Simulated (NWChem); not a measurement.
System: GeH2O2ClF; SMILES [OH][Ge]([OH])([F])[Cl]

Input file for NWChem:

```
start job
memory heap 200 mb stack 900 mb global 1100 mb
geometry units angstroms noautosym nocenter noautoz
  O      0.328756    -0.983993     1.526232
  Ge    -0.006826    -0.257938    -0.027468
  O     -1.575360    -0.786173    -0.560735
  F      1.227123    -0.776657    -1.117264
  Cl     0.046135     1.860574    -0.028818
  H      1.251692    -0.908035     1.796406
  H     -1.783573    -1.674887    -0.246635
end
basis spherical
  * library 6-31g*
end
dft
  xc hfexch
  iterations 150
end
property
  shielding
  efieldgrad
end
task dft property
```

Coordinates come from a PBE0/def2-SVP optimisation.

GIAO values for the isolated, static molecule; σ is the absolute isotropic shielding, δ = σ(reference) − σ with the isolated reference molecule computed at the same levels (19F: trichlorofluoromethane, 1H: tetramethylsilane, 17O: water).

Atoms are numbered as in the input.

Task: What results follow from this input? (Hartree-Fock/6-31G* (spherical d), GIAO.) Quantities: δ O1 (ppm); σ Ge2 (ppm); δ O3 (ppm); δ F4 (ppm); σ Cl5 (ppm); δ H6 (ppm); δ H7 (ppm).

Result: The δ O1 (ppm) is 26.4 and the σ Ge2 (ppm) is 1687.7. The δ O3 (ppm) comes out as 19.2, the δ F4 (ppm) comes out as -91.0 and the σ Cl5 (ppm) is 1007.3. The δ H6 (ppm) is 2.07 and the δ H7 (ppm) is 2.22.
